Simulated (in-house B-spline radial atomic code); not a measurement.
RPA and G0W0 for neutral cadmium, [Kr] 4d10 5s2, as one setting changes: the radius of a hard wall (bohr). Start: Hartree-Fock. A dash marks a level of low quasi-particle weight. Computed with an all-electron radial atomic-structure program (B-spline basis): all electrons, scalar-relativistic (spin-free one-electron X2C), finite nucleus, each spin shell either full or empty, empty states to l = 9 with an (l + 1/2)⁻⁴ tail; G0W0 by contour deformation at full frequency.

```tsv
radius of a hard wall (bohr)	mean-field level (eV)	G0W0 level (eV)	RPA correlation (Eh)
2	98.93	5s 95.26	-3.6129
2.5	36.51	5s 33.58	-3.5423
3	13.219	5s 10.656	-3.5136
3.5	3.187	5s 0.885	-3.4949
4	?	?	?
5	-5.537	5s -7.332	-3.4581
6	?	?	?
8	-7.529	5s -8.921	-3.4351
12	-7.651	5s -8.956	-3.4322
```

(1) What belongs in the row for 6?

(2) What belongs in the row for 4?

Results:

(1) mean-field level (eV): -6.839; G0W0 level (eV): 5s -8.437; RPA correlation (Eh): -3.4453.

(2) mean-field level (eV): -1.632; G0W0 level (eV): 5s -3.728; RPA correlation (Eh): -3.4799.
